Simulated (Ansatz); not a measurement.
Start from `FC1(Br)C[SiH2]1` and change one atom or group to get `ClC1(Br)C[SiH2]1`.

Ansatz, PBE0-D4/def2-TZVP geometries, multiplicity 1. 

Scalar relativity is left out up to krypton.

```csv
property,`FC1(Br)C[SiH2]1`
size of the dipole moment (PBE/def2-TZVPP) / D,2.29
size of the dipole moment (ωB97M-V/def2-TZVPP) / D,2.57
HOMO energy (PBE/def2-TZVPP) / eV,-6.01
HOMO–LUMO gap (B3LYP/def2-TZVPP) / eV,6.00
HOMO–LUMO gap (PBE0/def2-TZVPP) / eV,6.44
LUMO energy (ωB97M-V/def2-TZVPP) / eV,1.05
```

Problem. Give the same properties after the change, and the shifts. (Best estimate.)

Solution. The calculation gave: 
| property | `ClC1(Br)C[SiH2]1` | shift |
| --- | --- | --- |
| size of the dipole moment (PBE/def2-TZVPP) / D | 2.23 | -0.06 |
| size of the dipole moment (ωB97M-V/def2-TZVPP) / D | 2.46 | -0.11 |
| HOMO energy (PBE/def2-TZVPP) / eV | -5.98 | 0.03 |
| HOMO–LUMO gap (B3LYP/def2-TZVPP) / eV | 5.77 | -0.23 |
| HOMO–LUMO gap (PBE0/def2-TZVPP) / eV | 6.20 | -0.24 |
| LUMO energy (ωB97M-V/def2-TZVPP) / eV | 0.94 | -0.11 |

With PBE0 the HOMO rises by 0.07 eV and the LUMO falls by 0.16 eV, so the gap narrows by about 0.23 eV. PBE moves the HOMO by 0.03 eV and ωB97M-V by 0.10 eV. Dipoles are sizes alone; their direction can turn.

B3LYP here is the variant with VWN-RPA as its local correlation; programs differ in this.

Spin–orbit coupling is left out; it splits and shifts lone-pair levels of the heavy atoms by tenths of an eV.
